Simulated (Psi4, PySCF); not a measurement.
CH$_{6}$AlBO$_{4}$ (SMILES OB(O)[CH2][Al]([OH])[OH]), singlet, geometry from GFN2-xTB (such geometries of metal compounds can be far from the true shape), atoms displaced at random by about 0.08 Å a coordinate. Base run: PySCF with HF/STO-3G, gradient.

The PySCF input:
```python
from pyscf import gto, scf

mol = gto.M(
    atom='''
B    -1.665203   -0.148911    0.349726
O    -2.092952   -0.727255    1.509056
O    -1.902892   -0.869531   -0.698218
C    -0.709844    0.923338    0.517390
Al    1.162489    0.462559   -0.208876
O     2.646675    0.613669    0.545803
O     1.089004   -0.260014   -1.867881
H    -2.680225   -1.489225    1.343518
H    -1.468734   -0.485146   -1.625626
H    -0.951321    1.726697   -0.243559
H    -0.567994    1.183556    1.621371
H     3.322156    0.841636    1.200561
H     1.330691   -0.826572   -2.467145
''',
    basis='sto-3g',
    charge=0,
    spin=0,
    verbose=4,
)

mf = scf.RHF(mol)
mf.kernel()
g = mf.nuc_grad_method()
grad = g.kernel()
```

Programs used: Psi4, PySCF; a row that names a program was run with it.

The coordinate followed is z of atom 8.

Each row names what was changed in the base input (with any setting that the change needs).

```csv
change,dE/dx (Eh/bohr),net force (Eh/bohr)
base,0.006119,0.000000
finite difference step (bohr) = 0.05; conv_tol = 1e-11,0.006047,-
conv_tol = 1e-6,0.006118,0.000000
finite difference step (bohr) = 0.2; conv_tol = 1e-11,0.004989,-
finite difference step (bohr) = 0.01; conv_tol = 1e-11,0.006116,-
finite difference step (bohr) = 1e-3; conv_tol = 1e-11,0.006119,-
finite difference step (bohr) = 1e-5; conv_tol = 1e-11,0.006119,-
finite difference step (bohr) = 1e-4; conv_tol = 1e-11,0.006119,-
conv_tol = 1e-11,0.006119,0.000000
conv_tol = 1e-4,0.006131,0.000000
density fitting = on,0.006119,0.000000
code = psi4,0.006119,0.000000
```

The net force is zero for an exact gradient.
